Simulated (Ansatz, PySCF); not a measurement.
Stretching the Mg1–F2 bond in F2Mg (SMILES [F][Mg][F]) (multiplicity 1 held, fragments rigid). Energies count from the point at 1.751 Å.
Geometry at that point (charge 0, multiplicity 1):
```xyz
3

Mg     0.000     0.000     0.000
F      0.000     0.000     1.751
F      0.000     0.000    -1.751
```

R- and RO- levels are restricted; in cc, def2 and unpolarised 6-31G sets they are followed outwards from rest. Unrestricted levels (U-) break spin symmetry where that is lower. Left out are points that failed, MP2 points that dive below the minimum, coupled-cluster points behind a jump of the amplitudes or a sharp parting from full CI or MRCI, small-basis points behind a change of solution, and semi-empirical points at long bonds. Curves can end on different states.

Cores are frozen in the correlated methods. Rows in 6-31G* carry no dispersion term and start afresh at each structure (6-31G* with six Cartesian d functions). MP2/6-31G* freezes PySCF's default core, which is smaller on s-block atoms.

Programs: Ansatz (an electronic-structure program); PySCF for 6-31G* rows. 

Energies in eV.

```csv
R (Å),U-PBE/def2-TZVPPD,R-r2SCAN/def2-TZVPPD,R-B3LYP/def2-TZVPPD,R-MP2/6-31G*,R-MP2/def2-TZVPPD,R-CCSD(T)/def2-TZVPPD
1.401,2.67,2.56,2.58,2.69,2.71,2.66
1.576,0.50,0.45,0.45,0.45,0.51,0.49
1.751,0.00,0.00,0.00,0.00,0.00,0.00
1.926,0.19,0.25,0.24,0.29,0.21,0.22
2.101,0.66,0.76,0.75,0.89,0.70,0.73
2.364,1.49,1.66,1.64,1.96,1.59,1.63
2.627,2.29,2.51,2.49,3.02,2.46,2.50
3.064,3.39,3.68,3.67,4.51,3.71,3.73
3.502,4.14,4.53,4.53,5.60,4.69,4.67
4.027,4.64,5.21,5.23,6.44,5.60,5.38
4.728,4.97,5.73,5.79,6.97,6.46,left out
5.603,5.15,6.05,6.16,left out,7.18,left out
```

Doubts at one or more of the structures used: a spin-contaminated determinant (U-PBE/def2-TZVPPD); a restricted determinant that unrestricted orbitals would lower (R-r2SCAN/def2-TZVPPD, R-B3LYP/def2-TZVPPD, R-MP2/6-31G*, R-MP2/def2-TZVPPD, R-CCSD(T)/def2-TZVPPD); T1 above 0.05 (R-CCSD(T)/def2-TZVPPD).
